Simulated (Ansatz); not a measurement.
Program: Ansatz. Geometries: PBE0-D4/def2-TZVP. ΔE: electronic, gas phase. CBS: MP2 limit from def2 TZ/QZ plus the TZ coupled-cluster correction, frozen cores. This one scheme is used for every species. DFT in def2-TZVPP. One conformer a species, not always the lowest.

Consider the cleavage of the P–Si bond: `N[SiH2]P` + `N[SiH2]F` → `F[SiH2]NP` + `N[SiH3]`.

`N[SiH2]P`:

Cartesian coordinates in Å:
```
N 1.259 0.836 -0.438
Si 0.333 -0.446 0.233
P -1.701 0.369 0.773
H 0.985 1.281 -1.298
H 2.259 0.848 -0.322
H 1.031 -0.877 1.473
H 0.189 -1.645 -0.647
H -2.059 0.557 -0.592
H -2.296 -0.923 0.818
```

`N[SiH2]F`:

```xyz
7

N    -0.238   -0.634   -0.800
Si    0.057    0.461    0.461
F     1.289    0.072    1.411
H     0.328   -0.653   -1.632
H    -0.705   -1.511   -0.645
H    -1.134    0.493    1.337
H     0.404    1.771   -0.133
```

`F[SiH2]NP`:

Z-matrix (Å, degrees):
```
Si
N 1 1.708
F 1 1.600 2 112.3
H 1 1.478 2 109.0 3 117.1
H 1 1.481 2 108.5 3 -118.2
P 2 1.716 1 127.8 3 -74.3
H 2 1.008 1 118.8 3 95.9
H 6 1.422 2 99.4 1 -49.7
H 6 1.424 2 100.9 1 44.8
```

`N[SiH3]`:

```xyz
7

N     1.023    0.072    0.295
Si   -0.623   -0.153   -0.154
H     1.245    0.591    1.129
H     1.716    0.232   -0.418
H    -1.360   -0.638    1.041
H    -1.336    1.062   -0.653
H    -0.665   -1.167   -1.239
```

Q: Is it downhill or uphill in electronic energy at CCSD(T)/CBS, and by how much? (Best estimate.)

A: Ansatz gave: Uphill: ΔE = +42.9 kJ/mol.

Q: What do these levels give: PBE-D4, PBE0-D4, BHLYP-D4, ωB97M-V, B2PLYP, r2SCAN0, BHLYP, LC-ωPBE, RPA@PBE/def2-TZVPP, HF/def2-TZVPP, SCS-MP2/def2-TZVPP, MP2/CBS(def2)? (Best estimate.)

A: Ansatz gave: PBE-D4 52.9, PBE0-D4 50.3, BHLYP-D4 35.3, ωB97M-V 39.5, B2PLYP 39.5, r2SCAN0 47.5, BHLYP 35.5, LC-ωPBE 45.4, RPA@PBE/def2-TZVPP 33.6, HF/def2-TZVPP 25.9, SCS-MP2/def2-TZVPP 34.0, MP2/CBS(def2) 42.7 kJ/mol.

Largest T1 diagnostic among the species: 0.012.

Leaving LDA and LC-ωPBE aside and taking each functional with its dispersion term where it has one, the values spread over 17.6 kJ/mol, from BHLYP-D4 to PBE-D4. At CCSD(T), def2-SVP lies −6.7 kJ/mol from the extrapolated value and def2-TZVPP −2.3 kJ/mol.
